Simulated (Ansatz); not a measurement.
One change: `CC#[C][GeH2][NH2]` becomes `CC#CC`.

Ansatz, PBE0-D4/def2-TZVP geometries, multiplicity 1. Each molecule was computed in one conformer, which needn't be the lowest.

Scalar relativity is left out up to krypton.

| property | `CC#[C][GeH2][NH2]` |
| --- | --- |
| HOMO–LUMO gap (PBE0/def2-TZVPP) / eV | 7.40 |
| HOMO energy (PBE/def2-TZVPP) / eV | -5.88 |
| HOMO–LUMO gap (B3LYP/def2-TZVPP) / eV | 6.90 |
| LUMO energy (ωB97M-V/def2-TZVPP) / eV | 1.87 |
| HOMO–LUMO gap (ωB97M-V/def2-TZVPP) / eV | 11.46 |
| HOMO energy (B3LYP/def2-TZVPP) / eV | -7.02 |

Give the same properties after the change, and the shifts. (Estimate.)

The calculation gave: 
```tsv
property	`CC#CC`	shift
HOMO–LUMO gap (PBE0/def2-TZVPP) / eV	8.56	1.16
HOMO energy (PBE/def2-TZVPP) / eV	-5.91	-0.03
HOMO–LUMO gap (B3LYP/def2-TZVPP) / eV	7.97	1.07
LUMO energy (ωB97M-V/def2-TZVPP) / eV	2.81	0.94
HOMO–LUMO gap (ωB97M-V/def2-TZVPP) / eV	12.18	0.72
HOMO energy (B3LYP/def2-TZVPP) / eV	-6.90	0.12
```

With PBE0 the HOMO rises by 0.15 eV and the LUMO rises by 1.31 eV, so the gap widens by about 1.16 eV. PBE moves the HOMO by -0.03 eV and ωB97M-V by 0.21 eV.

B3LYP here is the variant with VWN-RPA as its local correlation; programs differ in this.
